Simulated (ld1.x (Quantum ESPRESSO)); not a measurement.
# Pseudopotential generation for barium: TM, LDA (PZ), scalar-relativistic.

ld1.x (Quantum ESPRESSO) 7.5 was run on this input:

```
&input
   title='Ba', zed=56., rel=1, dft='PZ', iswitch=3,
   config='[Xe] 5d0 6s1.75 6p0.25',
   nld=3, rlderiv=4.55, eminld=-2.0, emaxld=5.0, deld=0.02
 /
 &inputp
   pseudotype=2, tm=.true., lloc=-1, rcloc=4.00,
   nlcc=.true., new_core_ps=.true., rcore=3.30,
   file_pseudopw='Ba.UPF', file_wfcaegen='ae.wfc', file_wfcncgen='nc.wfc', file_beta='beta', file_chi='chi'
 /
3
6S  1  0   1.75   0.00  4.20  4.20  0.0
6P  2  1   0.25   0.00  3.60  3.60  0.0
5D  3  2   0.00   0.00  4.15  4.15  0.0
 &test
   configts(1)='5d0 6s1.75 6p0.25'
 /
```

Command:

```bash
ld1.x < Ba.in > Ba.out
```

Resulting log (shortened: banner, matrices, multipoles, cross overlaps and the repeated all-electron block are left out):

```
Program LD1 v.7.5
     --------------------------- All-electron run ----------------------------

     Ba
     scalar relativistic calculation

     atomic number is 56.00
     dft =PZ   lsd =0 sic =0 latt =0  beta=0.20 tr2=1.0E-14
     Exchange-correlation= PZ
                           (   1   1   0   0   0   0   0)
     mesh =1251 r(mesh) =  99.44933 a.u. xmin = -7.00 dx = 0.01250
     1 Ry =  13.60569312 eV, c = 137.03599908

     n l     nl                  e(Ry)          e(Ha)          e(eV)
     1 0     1S 1( 2.00)     -2735.7064     -1367.8532    -37221.1823
     2 0     2S 1( 2.00)      -432.5028      -216.2514     -5884.5009
     2 1     2P 1( 6.00)      -388.0346      -194.0173     -5279.4793
     3 0     3S 1( 2.00)       -91.2775       -45.6388     -1241.8941
     3 1     3P 1( 6.00)       -77.0202       -38.5101     -1047.9126
     4 0     4S 1( 2.00)       -17.9014        -8.9507      -243.5606
     4 1     4P 1( 6.00)       -13.2974        -6.6487      -180.9210
     3 2     3D 1(10.00)       -56.2564       -28.1282      -765.4072
     5 0     5S 1( 2.00)        -2.5062        -1.2531       -34.0980
     5 1     5P 1( 6.00)        -1.4034        -0.7017       -19.0941
     4 2     4D 1(10.00)        -6.6115        -3.3058       -89.9544
     5 2     5D 1( 0.00)        -0.1732        -0.0866        -2.3569
     6 0     6S 1( 1.75)        -0.2583        -0.1292        -3.5146
     6 1     6P 1( 0.25)        -0.1045        -0.0522        -1.4215

     final scf error:  4.5E-15 reached in  26 iterations

     Etot =  -16258.585724 Ry,   -8129.292862 Ha, -221209.327973 eV

     Ekin =   17159.999430 Ry,    8579.999715 Ha,  233473.686237 eV
     Encl =  -39352.219047 Ry,  -19676.109524 Ha, -535414.216069 eV
     Eh   =    6315.963043 Ry,    3157.981522 Ha,   85933.054946 eV
     Exc  =    -382.329150 Ry,    -191.164575 Ha,   -5201.853087 eV

     normalization and overlap integrals

     s(1S/1S) =  1.000000  <r> =   0.0256  <r2> =    0.0009  r(max) =   0.0164
     s(2S/2S) =  1.000000  <r> =   0.1098  <r2> =    0.0142  r(max) =   0.0930
     s(2P/2P) =  1.000000  <r> =   0.0962  <r2> =    0.0113  r(max) =   0.0742
     s(3S/3S) =  1.000000  <r> =   0.2924  <r2> =    0.0977  r(max) =   0.2657
     s(3P/3P) =  1.000000  <r> =   0.2903  <r2> =    0.0977  r(max) =   0.2624
     s(4S/4S) =  1.000000  <r> =   0.6742  <r2> =    0.5132  r(max) =   0.6217
     s(4P/4P) =  1.000000  <r> =   0.7160  <r2> =    0.5833  r(max) =   0.6535
     s(3D/3D) =  1.000000  <r> =   0.2667  <r2> =    0.0840  r(max) =   0.2148
     s(5S/5S) =  1.000000  <r> =   1.6351  <r2> =    3.0086  r(max) =   1.4728
     s(5P/5P) =  1.000000  <r> =   1.9203  <r2> =    4.1919  r(max) =   1.6689
     s(4D/4D) =  1.000000  <r> =   0.8010  <r2> =    0.7457  r(max) =   0.6957
     s(5D/5D) =  1.000000  <r> =   3.4811  <r2> =   14.7635  r(max) =   2.4897
     s(6S/6S) =  1.000000  <r> =   4.6957  <r2> =   24.9565  r(max) =   4.0538
     s(6P/6P) =  1.000000  <r> =   6.3378  <r2> =   45.7584  r(max) =   5.3369

     ------------------------ End of All-electron run ------------------------

     --------------------- Generating NC pseudopotential ---------------------

      Generating local potential from pseudized AE potential:
      Matching radius rcloc =   4.0000

      Local pseudo, rcloc= 3.954 Estimated cut-off energy=     1.54 Ry

      Computing core charge for nlcc:

       r > 3.32 : true rho core
      Core charge pseudized with two Bessel functions
      Integrated core pseudo-charge :   6.24

      Wfc   6S  rcut= 4.156  Using Troullier-Martins method

      Wfc   6P  rcut= 3.577  Using Troullier-Martins method

      Wfc   5D  rcut= 4.156  Using Troullier-Martins method

     ------------------- End of pseudopotential generation -------------------

     Computing logarithmic derivative in   4.56500
     Computing logarithmic derivative in   4.56500
     Computing the partial wave expansion
     R is outside the sphere for l=    0 j= 0.00
     R is outside the sphere for l=    1 j= 0.00
     R is outside the sphere for l=    2 j= 0.00

     ---------------------- Testing the pseudopotential ----------------------

     Ba
     scalar relativistic calculation

     atomic number is 56.00   valence charge is  2.00
     dft =PZ   lsd =0 sic =0 latt =0  beta=0.20 tr2=1.0E-14
     mesh =1251 r(mesh) =  99.44933 xmin = -7.00 dx = 0.01250

     n l     nl             e AE (Ry)        e PS (Ry)    De AE-PS (Ry)
     3 2     5D   1( 0.00)       -0.17323       -0.17323        0.00000
     1 0     6S   1( 1.75)       -0.25832       -0.25832        0.00000
     2 1     6P   1( 0.25)       -0.10448       -0.10448       -0.00000

     eps = 1.5E-16  iter =  4

     Etot =  -16258.585724 Ry,   -8129.292862 Ha, -221209.327973 eV
     Etotps =    -5.542468 Ry,      -2.771234 Ha,     -75.409124 eV

     Ekin =       0.272485 Ry,       0.136242 Ha,       3.707345 eV
     Encl =      -1.813250 Ry,      -0.906625 Ha,     -24.670529 eV
     Ehrt =       0.735269 Ry,       0.367635 Ha,      10.003850 eV
     Ecxc =      -5.006669 Ry,      -2.503334 Ha,     -68.119198 eV
     (Ecc =      -4.420014 Ry,      -2.210007 Ha,     -60.137354 eV)
     Epseu=       0.269697 Ry,       0.134848 Ha,       3.669409 eV

     ---------------------- End of pseudopotential test ----------------------
```

Generation and configuration tests took about 2.3 s on one core of a shared server CPU.

Transferability test of the new file with ld1.x, input:

```
&input
   title='Ba', zed=56., rel=1, dft='PZ', iswitch=2,
   config='[Xe] 5d0 6s1.75 6p0.25'
 /
 &test
   file_pseudo='Ba.UPF', nconf=10,
   configts(1)='5d0 6s1.75 6p0.25',
   configts(2)='5d0 6s2 6p0',
   configts(3)='5d0 6s1 6p0',
   configts(4)='5d0 6s1.5 6p0',
   configts(5)='5d0 6s1 6p1',
   configts(6)='5d0 6s0 6p2',
   configts(7)='5d0 6s0 6p1',
   configts(8)='5d1 6s1 6p0',
   configts(9)='5d0 6s1.75 6p0.25', lsdts(9)=1,
   configts(10)='5d0 6s1 6p0', lsdts(10)=1
 /
```

```bash
ld1.x < Ba.test.in > Ba.test.out
```

Pseudopotential blocks of its output, shortened (energy terms left out):

```
     ---------------------- Testing the pseudopotential ----------------------

     n l     nl             e AE (Ry)        e PS (Ry)    De AE-PS (Ry)
     3 2     5D   1( 0.00)       -0.17323       -0.17323        0.00000
     1 0     6S   1( 1.75)       -0.25832       -0.25832        0.00000
     2 1     6P   1( 0.25)       -0.10448       -0.10448       -0.00000

     eps = 1.4E-16  iter =  3

     Etot =  -16258.585724 Ry,   -8129.292862 Ha, -221209.327974 eV
     Etotps =    -5.542468 Ry,      -2.771234 Ha,     -75.409125 eV

     ---------------------- End of pseudopotential test ----------------------

          ---------------------- Testing the pseudopotential ----------------------

     n l     nl             e AE (Ry)        e PS (Ry)    De AE-PS (Ry)
     3 2     5D   1( 0.00)       -0.15712       -0.15724        0.00013
     1 0     6S   1( 2.00)       -0.24631       -0.24638        0.00007
     2 1     6P   1( 0.00)       -0.09414       -0.09425        0.00010

     eps = 3.5E-18  iter =  7

     Etot =  -16258.623962 Ry,   -8129.311981 Ha, -221209.848224 eV
     Etotps =    -5.580702 Ry,      -2.790351 Ha,     -75.929321 eV
     dEtot_ae =      -0.038238 Ry
     dEtot_ps =      -0.038234 Ry,   Delta E=      -0.000004 Ry

     ---------------------- End of pseudopotential test ----------------------

          ---------------------- Testing the pseudopotential ----------------------

     n l     nl             e AE (Ry)        e PS (Ry)    De AE-PS (Ry)
     3 2     5D   1( 0.00)       -0.53371       -0.53199       -0.00172
     1 0     6S   1( 1.00)       -0.57513       -0.57477       -0.00036
     2 1     6P   1( 0.00)       -0.37643       -0.37765        0.00121

     eps = 1.1E-15  iter =  7

     Etot =  -16258.216570 Ry,   -8129.108285 Ha, -221204.305376 eV
     Etotps =    -5.173599 Ry,      -2.586800 Ha,     -70.390402 eV
     dEtot_ae =       0.369154 Ry
     dEtot_ps =       0.368869 Ry,   Delta E=       0.000285 Ry

     ---------------------- End of pseudopotential test ----------------------

          ---------------------- Testing the pseudopotential ----------------------

     n l     nl             e AE (Ry)        e PS (Ry)    De AE-PS (Ry)
     3 2     5D   1( 0.00)       -0.33736       -0.33657       -0.00080
     1 0     6S   1( 1.50)       -0.40577       -0.40537       -0.00040
     2 1     6P   1( 0.00)       -0.22997       -0.22989       -0.00008

     eps = 2.7E-17  iter =  7

     Etot =  -16258.461450 Ry,   -8129.230725 Ha, -221207.637135 eV
     Etotps =    -5.418263 Ry,      -2.709132 Ha,     -73.719227 eV
     dEtot_ae =       0.124274 Ry
     dEtot_ps =       0.124205 Ry,   Delta E=       0.000069 Ry

     ---------------------- End of pseudopotential test ----------------------

          ---------------------- Testing the pseudopotential ----------------------

     n l     nl             e AE (Ry)        e PS (Ry)    De AE-PS (Ry)
     3 2     5D   1( 0.00)       -0.21902       -0.21790       -0.00112
     1 0     6S   1( 1.00)       -0.29135       -0.29088       -0.00047
     2 1     6P   1( 1.00)       -0.13089       -0.13048       -0.00041

     eps = 3.5E-16  iter =  7

     Etot =  -16258.467914 Ry,   -8129.233957 Ha, -221207.725084 eV
     Etotps =    -5.424668 Ry,      -2.712334 Ha,     -73.806365 eV
     dEtot_ae =       0.117810 Ry
     dEtot_ps =       0.117801 Ry,   Delta E=       0.000009 Ry

     ---------------------- End of pseudopotential test ----------------------

          ---------------------- Testing the pseudopotential ----------------------

     n l     nl             e AE (Ry)        e PS (Ry)    De AE-PS (Ry)
     3 2     5D   1( 0.00)       -0.27466       -0.26969       -0.00497
     1 0     6S   1( 0.00)       -0.32942       -0.32743       -0.00199
     2 1     6P   1( 2.00)       -0.16019       -0.15878       -0.00141

     eps = 5.2E-15  iter = 11

     Etot =  -16258.302982 Ry,   -8129.151491 Ha, -221205.481079 eV
     Etotps =    -5.260022 Ry,      -2.630011 Ha,     -71.566242 eV
     dEtot_ae =       0.282742 Ry
     dEtot_ps =       0.282447 Ry,   Delta E=       0.000295 Ry

     ---------------------- End of pseudopotential test ----------------------

          ---------------------- Testing the pseudopotential ----------------------

     n l     nl             e AE (Ry)        e PS (Ry)    De AE-PS (Ry)
     3 2     5D   1( 0.00)       -0.59131       -0.57991       -0.01140  !
     1 0     6S   1( 0.00)       -0.61677       -0.61172       -0.00505  !
     2 1     6P   1( 1.00)       -0.41663       -0.41434       -0.00229

     eps = 4.4E-15  iter = 10

     Etot =  -16258.017579 Ry,   -8129.008789 Ha, -221201.597967 eV
     Etotps =    -4.976691 Ry,      -2.488345 Ha,     -67.711325 eV
     dEtot_ae =       0.568145 Ry
     dEtot_ps =       0.565778 Ry,   Delta E=       0.002367 Ry

     ---------------------- End of pseudopotential test ----------------------

          ---------------------- Testing the pseudopotential ----------------------

     n l     nl             e AE (Ry)        e PS (Ry)    De AE-PS (Ry)
     3 2     5D   1( 1.00)       -0.10825       -0.10540       -0.00285
     1 0     6S   1( 1.00)       -0.21610       -0.21731        0.00121
     2 1     6P   1( 0.00)       -0.07848       -0.07989        0.00141

     eps = 1.0E-14  iter =  9

     Etot =  -16258.524760 Ry,   -8129.262380 Ha, -221208.498522 eV
     Etotps =    -5.479190 Ry,      -2.739595 Ha,     -74.548183 eV
     dEtot_ae =       0.060964 Ry
     dEtot_ps =       0.063278 Ry,   Delta E=      -0.002314 Ry

     ---------------------- End of pseudopotential test ----------------------

          ---------------------- Testing the pseudopotential ----------------------

     n l     nl             e AE (Ry)        e PS (Ry)    De AE-PS (Ry)
     3 2     5D   1( 0.00)       -0.17664       -0.17687        0.00023
     1 0     6S   1( 1.00)       -0.26372       -0.26377        0.00005
     2 1     6P   1( 0.25)       -0.10912       -0.10915        0.00002
     3 2     5D   2( 0.00)       -0.16853       -0.16840       -0.00013
     1 0     6S   2( 0.75)       -0.25155       -0.25155        0.00000
     2 1     6P   2( 0.00)       -0.09851       -0.09851        0.00000

     eps = 1.2E-16  iter =  7

     Etot =  -16258.587139 Ry,   -8129.293569 Ha, -221209.347222 eV
     Etotps =    -5.543888 Ry,      -2.771944 Ha,     -75.428439 eV
     dEtot_ae =      -0.001415 Ry
     dEtot_ps =      -0.001420 Ry,   Delta E=       0.000005 Ry

     ---------------------- End of pseudopotential test ----------------------

          ---------------------- Testing the pseudopotential ----------------------

     n l     nl             e AE (Ry)        e PS (Ry)    De AE-PS (Ry)
     3 2     5D   1( 0.00)       -0.54475       -0.54525        0.00050
     1 0     6S   1( 1.00)       -0.59228       -0.59219       -0.00008
     2 1     6P   1( 0.00)       -0.39065       -0.39183        0.00117
     3 2     5D   2( 0.00)       -0.51445       -0.51365       -0.00080
     1 0     6S   2( 0.00)       -0.54344       -0.54585        0.00241
     2 1     6P   2( 0.00)       -0.34643       -0.35064        0.00421

     eps = 3.5E-16  iter =  7

     Etot =  -16258.227367 Ry,   -8129.113683 Ha, -221204.452278 eV
     Etotps =    -5.184022 Ry,      -2.592011 Ha,     -70.532219 eV
     dEtot_ae =       0.358357 Ry
     dEtot_ps =       0.358446 Ry,   Delta E=      -0.000089 Ry

     ---------------------- End of pseudopotential test ----------------------
```
